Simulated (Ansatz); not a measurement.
Basis-set series for `C[N]=[W](=[O])([F])[O]C`. Total charge 0; spin multiplicity 1. W takes the def2 core potential. All single points use the PBE0-D4/def2-TZVP geometry. It is one conformer, not always the lowest.

```xyz
13

C     1.2509   -0.6314    1.8741
N     0.9507    0.0365    0.6579
W     0.3151    1.3380   -0.3134
O    -0.3889    2.4857    0.7381
F     1.7291    2.1019   -1.2835
O    -1.0025    0.6236   -1.4239
C    -1.5953   -0.6297   -1.6602
H     2.3328   -0.7608    1.9768
H     0.7960   -1.6269    1.8820
H     0.8808   -0.0734    2.7413
H    -1.6633   -0.7882   -2.7388
H    -1.0031   -1.4335   -1.2143
H    -2.6023   -0.6418   -1.2359
```

```json
{"functional": "PBE0-D4", "basis": "def2-SVP", "functions": "146", "energy (Eh)": "-451.40883", "HOMO (eV)": "-7.61", "LUMO (eV)": "-1.04"}
{"functional": "PBE0-D4", "basis": "def2-TZVPP", "functions": "326", "energy (Eh)": "-451.89034", "HOMO (eV)": "-7.64", "LUMO (eV)": "-1.07"}
{"functional": "ωB97M-V", "basis": "def2-SVP", "functions": "146", "energy (Eh)": "-451.58359", "HOMO (eV)": "-9.85", "LUMO (eV)": "1.04"}
{"functional": "ωB97M-V", "basis": "def2-TZVPP", "functions": "326", "energy (Eh)": "-452.08060", "HOMO (eV)": "-9.89", "LUMO (eV)": "1.02"}
```

**Question.** Give the rows for def2-QZVPP. (An estimate is asked.)

**Answer.** Ansatz gave: 
| functional | basis | functions | energy (Eh) | HOMO (eV) | LUMO (eV) |
| --- | --- | --- | --- | --- | --- |
| PBE0-D4 | def2-QZVPP | 603 | -451.91219 | -7.66 | -1.10 |
| ωB97M-V | def2-QZVPP | 603 | -452.10138 | -9.91 | 0.75 |

Positive LUMOs are unbound and depend on the basis.
